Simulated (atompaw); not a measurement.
Varying the PAW (atompaw) potential for bromine

Base potential:

atompaw 4.2.0.5 input, output lines left out:

```
Br 35
GGA-PBE scalarrelativistic loggrid 1500 logderivrange -3 5 201
4 4 3 0 0 0
4 1 5
0 0 0
c
c
c
v
c
c
v
c
2
1.70 1.25 1.45 1.45
y
-1.15
n
y
0.25
n
y
0.15
n
custom rrkj vanderbiltortho sinc
3 0 vpsmatchnc
1.70
1.70
1.70
1.70
1.70
```

Cutoffs, loose and tight: the cutoffs (Ry, on a coarse ladder) from which the occupation-weighted sum of valence levels, in a spherical-Bessel basis at the reference potential, stays within 10 and 1 mRy of its value at 400 Ry. They see the waves, projectors and local potential, not the compensation charge or the core. A dash means not determined.

A true bound ghost makes a file unfit for plane-wave use even where its test errors are small: the radial tests pick states by their node count and pass the ghost by.

| change | outcome | cutoff, loose | cutoff, tight | bound ghosts |
| --- | --- | --- | --- | --- |
| base | generated, no UPF (negative core plus compensation charge) | 15 Ry | 30 Ry | s |
| core [Ne], valence charge 25; reference 3s2 3p6 3d10 4s2 4p5; waves now 3s (bound): rc 0.80 bohr; 4s (bound): rc 1.00 bohr; 3p (bound): rc 0.85 bohr; 4p (bound): rc 1.05 bohr; 3d (bound): rc 1.05 bohr; 3d channel at -4.55 Ry: rc 1.05 bohr; 4f channel at -0.15 Ry: rc 1.05 bohr; 4f channel at 0.3 Ry: rc 1.05 bohr; local potential vpsmatchnc scheme with l = 4 at 0 Ry, radius 0.85 bohr; core correction smooth core density matched at 0.65 bohr; augmentation sinc compensation charge, radius 0.90 bohr; PAW radius 1.05 bohr; waves and projectors: custom rrkj vanderbiltortho | failed: atompaw: The overlap operator has at least one negative eigenvalue! | – | – | – |
| added wave 4d channel at 1.65 Ry: rc 1.50 bohr | generated, no UPF (negative core plus compensation charge) | 15 Ry | 30 Ry | s |
| local potential vpsmatchnc scheme with l = 3 at 0 Ry, radius 1.28 bohr | generated, no UPF (negative core plus compensation charge) | 15 Ry | 30 Ry | s |
| reference 4s2 4p3 | generated, no UPF (negative core plus compensation charge) | 15 Ry | 30 Ry | s |
| augmentation sinc compensation charge, radius 1.25 bohr; PAW radius 1.70 bohr; waves and projectors: custom polynom2 7 10 vanderbiltortho | failed: atompaw: The overlap operator has at least one negative eigenvalue! | – | – | – |
| added wave 4d channel at 1.05 Ry: rc 1.70 bohr | generated, no UPF (negative core plus compensation charge) | 15 Ry | 30 Ry | s, d |
| core correction smooth core density matched at 1.16 bohr | generated | 15 Ry | 30 Ry | s |
| waves 4s (bound); 4s channel at -1.15 Ry; 4p (bound); 4p channel at 0.25 Ry; 4d channel at 0.15 Ry; augmentation sinc compensation charge, radius 1.25 bohr; PAW radius 1.70 bohr; waves and projectors: bloechl | failed: atompaw: The overlap operator has at least one negative eigenvalue! | – | – | – |
| wave 4p channel at 0.25 Ry: rc 1.70 bohr becomes 4p channel at 0.55 Ry: rc 1.70 bohr | generated, no UPF (negative core plus compensation charge) | 15 Ry | 30 Ry | s |
| augmentation sinc compensation charge, radius 0.86 bohr; PAW radius 1.70 bohr; waves and projectors: custom rrkj vanderbiltortho | generated, no UPF (negative core plus compensation charge) | 15 Ry | 30 Ry | s |
| augmentation besselshape compensation charge, radius 1.25 bohr; PAW radius 1.70 bohr; waves and projectors: custom rrkj vanderbiltortho | generated, no UPF (negative core plus compensation charge) | 15 Ry | 30 Ry | s |

Task: What comes out with this change to the base: all radii scaled by about 1.25 (s 2.12, p 2.12, d 2.12 bohr); local potential vpsmatchnc scheme with l = 3 at 0 Ry, radius 1.80 bohr; augmentation sinc compensation charge, radius 1.56 bohr; PAW radius 2.12 bohr; waves and projectors: custom rrkj vanderbiltortho; core correction smooth core density matched at 1.80 bohr?

Result: outcome: generated, no UPF (negative core plus compensation charge); cutoff, loose: 15 Ry; cutoff, tight: 18 Ry; bound ghosts: s.
